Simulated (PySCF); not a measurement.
This PySCF input asks for the NMR shieldings of `CC(C)N[SiH2]C#C[SiH2]P`, C₅H₁₄NPSi₂; the geometry comes from GFN2-xTB.

```python
import basis_set_exchange as bse
import numpy as np
from pyscf import gto, dft
from pyscf.prop import nmr

atoms = """
C    -3.065775    1.408815   -0.026653
C    -1.671175    0.843072   -0.291924
C    -0.785487    0.979096    0.949215
N    -1.776136   -0.532229   -0.728208
Si   -0.656917   -1.303617   -1.776899
C     1.069952   -1.391499   -1.076909
C     2.163947   -1.392129   -0.553063
Si    3.778913   -1.285596    0.341149
P     3.650991    0.237427    1.993078
H    -3.005845    2.464910    0.223513
H    -3.535326    0.881790    0.802206
H    -3.690753    1.292449   -0.908613
H    -1.210372    1.402379   -1.113030
H     0.204074    0.574286    0.746937
H    -1.219846    0.428662    1.782003
H    -0.688254    2.023065    1.236798
H    -2.257582   -1.095690   -0.042475
H    -0.575732   -0.496201   -2.997797
H    -1.163709   -2.664085   -1.953056
H     4.087038   -2.579216    0.960056
H     4.828455   -0.845723   -0.584374
H     3.111238    1.235578    1.203098
H     2.403547   -0.158558    2.438845
"""
names = dict.fromkeys(["C", "N", "Si", "P", "H"], "pcSseg-1")
basis = {el: gto.basis.parse(bse.get_basis(n, elements=[el], fmt="nwchem")) for el, n in names.items()}
mol = gto.M(atom=atoms, basis=basis, charge=0, verbose=0)
mf = dft.RKS(mol, xc="PBE0")
mf.grids.level = 2
mf.grids.alignment = dft.numint.BLKSIZE   # the property module wants whole blocks of grid points
mf.conv_tol = 1e-9
mf.kernel()

calc = nmr.RKS(mf)   # GIAO
C = mf.mo_coeff
Co = C[:, mf.mo_occ > 0]
resp = mf.gen_response(singlet=True, hermi=2)
def vind(x):   # induced exchange potential for any number of trial vectors
    d = np.einsum("pi,xij,qj->xpq", C, 2 * x.reshape(-1, C.shape[1], Co.shape[1]), Co, optimize=True)
    return np.einsum("xpq,pi,qj->xij", resp(d - d.transpose(0, 2, 1)), C, Co, optimize=True).ravel()
mo1, _ = nmr.rhf.solve_mo1(calc, with_cphf=vind)
sigma = calc.kernel(mo1)
for i, s in enumerate(sigma):   # ppm
    print("%2d %-2s %9.2f" % (i, mol.atom_pure_symbol(i), np.trace(s) / 3))
```

Question: Give the expected output.

Answer: 
```
 0 C     157.29
 1 C     137.12
 2 C     157.02
 3 N     210.55
 4 Si    416.94
 5 C      60.34
 6 C      73.36
 7 Si    426.02
 8 P     599.85
 9 H      30.50
10 H      30.88
11 H      30.26
12 H      28.81
13 H      29.52
14 H      30.96
15 H      30.58
16 H      31.62
17 H      26.93
18 H      27.01
19 H      27.16
20 H      27.14
21 H      30.34
22 H      30.31
```

These numbers come from an equivalent density-fitted implementation of the same equations, which agrees with the script to about 0.01 ppm for H and up to a few tenths of a ppm for heavy atoms, so last digits may differ.

Question: Turn these shieldings into chemical shifts. Shifts are taken against calculated references (same method and geometry level): TMS for ¹³C (σ = 186.93 ppm) and ²⁹Si (σ = 349.16 ppm) and ¹H (σ = 31.72 ppm); NH3 for ¹⁵N (σ = 267.73 ppm); ³¹P (σ = 318.38 ppm) against H3PO4.

Answer: Averaging equivalent atoms: C 5: 126.6; C 6: 113.6; C 1: 49.8; C 0/2: 29.8; N 3: 57.2; Si 4: -67.8; Si 7: -76.9; P 8: -281.5; H 17/18: 4.75; H 19/20: 4.57; H 12: 2.90; H 21/22: 1.39; H 9/10/11/13/14/15: 1.27; H 16: 0.10 ppm. Experimental scales use liquid or dissolved standards, which lie at an offset from isolated NH3 (liquid NH3: subtract about 20 ppm) and H3PO4.

Size and cost of the density-fitted run: 244 basis functions, 61 s wall time on 1 thread of an Arm Neoverse V1, shared host; peak memory 1.1 GiB.
